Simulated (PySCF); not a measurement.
# Which determinant of NaHg lies lowest?

Unrestricted PBE0; Na cc-pVDZ, Hg cc-pVDZ-PP with ECP60; scalar-relativistic core potentials (PySCF 2.14). Outer shells of the fragments: Na 3s1; Hg 5d10 6s2.

Followed along the bond (rough minima from three points):

```json
{"2Ms+1": "2", "unpaired": "σ ↑", "⟨S²⟩ at the start": "0.75", "R at minimum (Å)": "3.44", "Te (eV)": "0.00"}
{"2Ms+1": "4", "unpaired": "σ ↑↑, π ↑", "⟨S²⟩ at the start": "3.75", "R at minimum (Å)": "3.28", "Te (eV)": "4.82"}
{"2Ms+1": "2", "unpaired": "π ↑", "⟨S²⟩ at the start": "0.75", "R at minimum (Å)": "none in the scan", "Te (eV)": "≤ 1.33"}
```

Solutions found at the starting distance of 2.950 Å, counted from the lowest of them; the search is not exhaustive and high or unbound solutions are not listed, so other states can lie among these:

| 2Ms+1 | unpaired | term | E (eV) | ⟨S²⟩ | ⟨Lz²⟩ | μ (D) |
| --- | --- | --- | --- | --- | --- | --- |
| 2 | σ ↑ | ²Σ⁺ | 0.00 | 0.75 | 0.00 | -0.39 |
| 2 | π ↑ | ²Π | 1.28 | 0.75 | 1.00 | -4.13 |
| 4 | σ ↑↑, π ↑ | ⁴Π | 4.81 | 3.75 | 1.01 | -3.10 |
| 2 | σ ↑↑, π ↓ | mixed | 5.56 | 1.75 | 1.00 | -2.84 |
| 4 | σ ↑↑↑ | ⁴Σ⁺ | 5.66 | 3.75 | 0.00 | 4.31 |
| 4 | σ ↑, π ↑↑ | ⁴Σ⁻ | 5.91 | 3.75 | 0.00 | -6.03 |
| 4 | σ ↑, π ↑↑ | mixed | 7.61 | 3.75 | 2.02 | 2.90 |
| 4 | σ ↑, π ↑, δ ↑ | mixed | 9.32 | 3.75 | 3.67 | -3.86 |
| 4 | σ ↑, π ↑, δ ↑ | mixed | 9.46 | 3.75 | 5.01 | -3.48 |
| 4 | σ ↑, π ↑↑ | mixed | 9.64 | 3.75 | 2.01 | -4.17 |

A term symbol is given only where ⟨S²⟩ and ⟨Lz²⟩ are close to those of a pure state; real π, δ and φ orbitals otherwise mix terms. A positive dipole means Na(−)Hg(+).

Spin–orbit coupling is left out. Counting both spins, an empty level lies below a filled one in some of these solutions, because spin and occupation are held.
